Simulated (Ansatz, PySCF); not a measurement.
System: H2Be, singlet: symmetric bend, bond length relaxed. Scanned: H-Be-H angle. Other coordinates (Be-H bond length) were minimised at B3LYP/def2-TZVP.

- RKS-M06-2X/6-31G* = restricted M06-2X/6-31G*, spherical d in PySCF
- FCI/cc-pVDZ = full CI/cc-pVDZ, frozen core run with Ansatz (an electronic-structure program)

Energies relative to the lowest point of each profile, in mEh:

```csv
a / °,RKS-M06-2X/6-31G*
180,0.0
169.47,0.9
159.43,3.5
147.98,8.6
141.81,12.2
130.17,21.0
118.21,32.8
111.48,40.7
92.16,69.8
80.85,91.9
67.71,123.3
60,144.6
```

Estimate the FCI/cc-pVDZ values at these points.

180: 0.0; 169.47: 0.9; 159.43: 3.4; 147.98: 8.4; 141.81: 12.0; 130.17: 20.8; 118.21: 32.6; 111.48: 40.7; 92.16: 70.1; 80.85: 92.4; 67.71: 123.5; 60: 143.9 (mEh).
